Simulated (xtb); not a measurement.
C$_{4}$H$_{10}$S, charge -1, doublet, at the geometry of the source list (a state made from the parent by changing its charge; the spin is typed, not shown lowest); GFN2-xTB (xtb).

Here is a job for xtb.
```
$ xtb mol.xyz --gfn 2 --chrg -1 --uhf 1 --acc 1000 --json

# file mol.xyz
15

C      2.56440000    -0.11540000     0.11420000
C      1.11170000     0.17840000    -0.20530000
S      0.05090000    -0.28100000     1.21340000
C     -1.54800000     0.38980000     0.64800000
C     -2.16230000    -0.41070000    -0.48500000
H      2.88150000     0.44890000     0.98760000
H      3.19280000     0.15800000    -0.73070000
H      2.69680000    -1.17380000     0.32360000
H      0.95740000     1.24240000    -0.39360000
H      0.78340000    -0.39760000    -1.07100000
H     -1.38760000     1.43110000     0.36450000
H     -2.18300000     0.35660000     1.53280000
H     -2.26390000    -1.45350000    -0.19480000
H     -1.54650000    -0.35710000    -1.37980000
H     -3.14760000    -0.01590000    -0.72410000
```

It wrote (shortened):

```
   ID    Z sym.   atoms
    1    6 C      1, 2, 4, 5
    2   16 S      3
    3    1 H      6-15

           -------------------------------------------------
          |                Calculation Setup                |
           -------------------------------------------------

           -------------------------------------------------
          |                 G F N 2 - x T B                 |
           -------------------------------------------------

          ...................................................
          :                      SETUP                      :
          :.................................................:
          :  # basis functions                  36          :
          :  # atomic orbitals                  35          :
          :  # shells                           21          :
          :  # electrons                        33          :
          :  max. iterations                   250          :
          :  Hamiltonian                  GFN2-xTB          :
          :  restarted?                      false          :
          :  GBSA solvation                  false          :
          :  PC potential                    false          :
          :  electronic temp.          300.0000000     K    :
          :  accuracy                 1000.0000000          :
          :  -> integral cutoff          0.2000000E+02      :
          :  -> integral neglect         0.1000000E-04      :
          :  -> SCF convergence          0.1000000E-02 Eh   :
          :  -> wf. convergence          0.1000000E+00 e    :
          :  Broyden damping             0.4000000          :
          :  net charge                         -1          :
          :  unpaired electrons                  1          :
          ...................................................

 iter      E             dE          RMSdq      gap      omega  full diag
   1    -17.0687258 -0.170687E+02  0.463E+00    1.21       0.0  T
   2    -17.1967127 -0.127987E+00  0.259E+00    1.17       1.0  T
   3    -17.1983031 -0.159036E-02  0.156E+00    1.28       1.0  T
   4    -17.1987252 -0.422141E-03  0.375E-01    1.41       1.0  T
   5    -17.1988553 -0.130097E-03  0.184E-01    1.43       1.0  T

   *** convergence criteria satisfied after 5 iterations ***

         :::::::::::::::::::::::::::::::::::::::::::::::::::::
         ::                     SUMMARY                     ::
         :::::::::::::::::::::::::::::::::::::::::::::::::::::
         :: total energy             -16.985391360527 Eh    ::
         :: gradient norm              0.117021918016 Eh/a0 ::
         :: HOMO-LUMO gap              1.426406672428 eV    ::
         ::.................................................::
         :: SCC energy               -17.198847709236 Eh    ::
         :: -> isotropic ES            0.114143028796 Eh    ::
         :: -> anisotropic ES          0.004686597094 Eh    ::
         :: -> anisotropic XC          0.006891927531 Eh    ::
         :: -> dispersion             -0.010073188285 Eh    ::
         :: repulsion energy           0.213456348709 Eh    ::
         :: add. restraining           0.000000000000 Eh    ::
         :: total charge              -1.000000000000 e     ::
         :::::::::::::::::::::::::::::::::::::::::::::::::::::

           -------------------------------------------------
          |                Property Printout                |
           -------------------------------------------------

    * Orbital Energies and Occupations

         #    Occupation            Energy/Eh            Energy/eV
      -------------------------------------------------------------
         1        2.0000           -0.4613738             -12.5546
       ...           ...                  ...                  ...
         5        2.0000           -0.3886814             -10.5766
         6        2.0000           -0.3379868              -9.1971
[...]
        25                          0.3267811               8.8922
        26                          0.3335914               9.0775
        27                          0.3455714               9.4035
        28                          0.3663901               9.9700
       ...                                ...                  ...
        35                          0.6344762              17.2650
      -------------------------------------------------------------
                  HL-Gap            0.0524195 Eh            1.4264 eV
             Fermi-level            0.0010612 Eh            0.0289 eV

     #   Z          covCN         q      C6AA      α(0)
     1   6 C        3.790    -0.070    21.851     6.657
     2   6 C        3.793     0.038    19.947     6.360
     3  16 S        2.002    -0.745   176.252    22.345
     4   6 C        3.793     0.028    20.105     6.385
     5   6 C        3.775    -0.059    21.673     6.633
     6   1 H        0.925     0.016     2.795     2.614
     7   1 H        0.925    -0.022     3.473     2.914
     8   1 H        0.925     0.017     2.779     2.607
     9   1 H        0.924    -0.053     4.173     3.195
    10   1 H        0.925    -0.051     4.114     3.172
    11   1 H        0.925    -0.053     4.161     3.190
    12   1 H        0.925    -0.022     3.460     2.909
    13   1 H        0.925     0.011     2.873     2.651
    14   1 H        0.925    -0.003     3.115     2.760
    15   1 H        0.925    -0.032     3.678     2.999

 Mol. C6AA /au·bohr⁶  :       2499.289966
 Mol. C8AA /au·bohr⁸  :      65060.295256
 Mol. α(0) /au        :         77.390510

Wiberg/Mayer (AO) data.
largest (>0.10) Wiberg bond orders for each atom

 ---------------------------------------------------------------------------
     #   Z sym  total        # sym  WBO       # sym  WBO       # sym  WBO
 ---------------------------------------------------------------------------
     1   6 C    3.995 --     2 C    1.025     6 H    0.989     8 H    0.988
                             7 H    0.986
     2   6 C    3.953 --     1 C    1.025     9 H    0.978    10 H    0.978
                             3 S    0.904
     3  16 S    1.884 --     4 C    0.911     2 C    0.904
     4   6 C    3.952 --     5 C    1.016    12 H    0.982    11 H    0.977
                             3 S    0.911
     5   6 C    3.992 --     4 C    1.016    13 H    0.989    14 H    0.987
                            15 H    0.983
     6   1 H    1.000 --     1 C    0.989
     7   1 H    0.999 --     1 C    0.986
     8   1 H    1.000 --     1 C    0.988
     9   1 H    0.997 --     2 C    0.978
    10   1 H    0.997 --     2 C    0.978
    11   1 H    0.997 --     4 C    0.977
    12   1 H    0.999 --     4 C    0.982
    13   1 H    1.000 --     5 C    0.989
    14   1 H    1.000 --     5 C    0.987
    15   1 H    0.999 --     5 C    0.983
 ---------------------------------------------------------------------------

Topologies differ in total number of bonds
Writing topology from bond orders to xtbtopo.mol

molecular dipole:
                 x           y           z       tot (Debye)
 q only:        0.077       0.188      -1.485
   full:       -0.195       0.754      -2.590       6.875
molecular quadrupole (traceless):
                xx          xy          yy          xz          yz          zz
 q only:       -1.499       0.169       3.489       0.175       1.169      -1.990
  q+dip:        1.435       0.582       5.425      -1.309       3.937      -6.860
   full:        1.845       0.376       4.786      -1.127       3.552      -6.631

           -------------------------------------------------
          | TOTAL ENERGY              -16.985391360527 Eh   |
          | GRADIENT NORM               0.117021918016 Eh/α |
          | HOMO-LUMO GAP               1.426406672428 eV   |
           -------------------------------------------------

normal termination of xtb
```
